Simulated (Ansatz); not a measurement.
Isolated molecules relaxed with PBE0-D4/def2-TZVP in Ansatz; ΔE leaves out vibrations. CCSD(T)/CBS is the MP2 limit (def2-TZVPP, def2-QZVPP) plus CCSD(T) − MP2 in def2-TZVPP, frozen cores. DFT in def2-TZVPP. Elements past krypton have def2 core potentials. For I outer-core shells are correlated without core-valence functions, which leaves a few kJ/mol of doubt a bond. One conformer a species, not always the lowest.

Consider the isomerisation: `FC(Cl)CI` → `CC(F)(Cl)I`.

`FC(Cl)CI`:

Cartesian coordinates in Å:
```
F 0.299 -0.349 1.684
C -0.395 -0.384 0.522
Cl -2.010 0.323 0.804
C 0.294 0.419 -0.543
I 2.175 -0.452 -1.062
H -0.555 -1.425 0.241
H -0.300 0.439 -1.452
H 0.491 1.430 -0.194
```

`CC(F)(Cl)I`:

Cartesian coordinates in Å:
```
C -0.412 -0.159 -0.729
C 0.205 0.185 0.596
F -0.223 1.396 1.007
Cl -0.238 -0.999 1.835
I 2.368 0.289 0.432
H -0.137 0.600 -1.462
H -0.066 -1.133 -1.067
H -1.498 -0.179 -0.612
```

CCSD(T)/CBS gives +2.4 kcal/mol.

Task: Another level gave +2.2 kcal/mol. Which?
A. ωB97M-V/def2-TZVPP
B. RPA@PBE/def2-TZVPP
C. HF/def2-TZVPP
D. PBE-D4/def2-TZVPP

Result: A. ωB97M-V 2.2, HF/def2-TZVPP 6.5, PBE-D4 0.9, RPA@PBE/def2-TZVPP 3.2 kcal/mol.

Largest T1 diagnostic among the species: 0.010.

From r2SCAN to r2SCAN0 (25 % exact exchange), in def2-TZVPP and without D4, ΔE moves by +1.2 kcal/mol. The D4 term adds −0.8 kcal/mol with B3LYP and −0.4 kcal/mol with PBE0; it sums over pairs of atoms, weighted by their polarisabilities, and B3LYP, whose exchange is more repulsive, gets the larger term. Leaving LDA and LC-ωPBE aside and taking each functional with its dispersion term where it has one, the values, not all of them listed here, spread over 2.5 kcal/mol, from revPBE-D4 to BHLYP-D4. LDA lies −1.3 kcal/mol from PBE without D4.

CCSD(T)/CBS has its own doubt, a few kJ/mol and more with outer-core shells, so smaller differences from it don't rank the levels.

B3LYP here is the variant with VWN-RPA as its local correlation; programs differ in this.
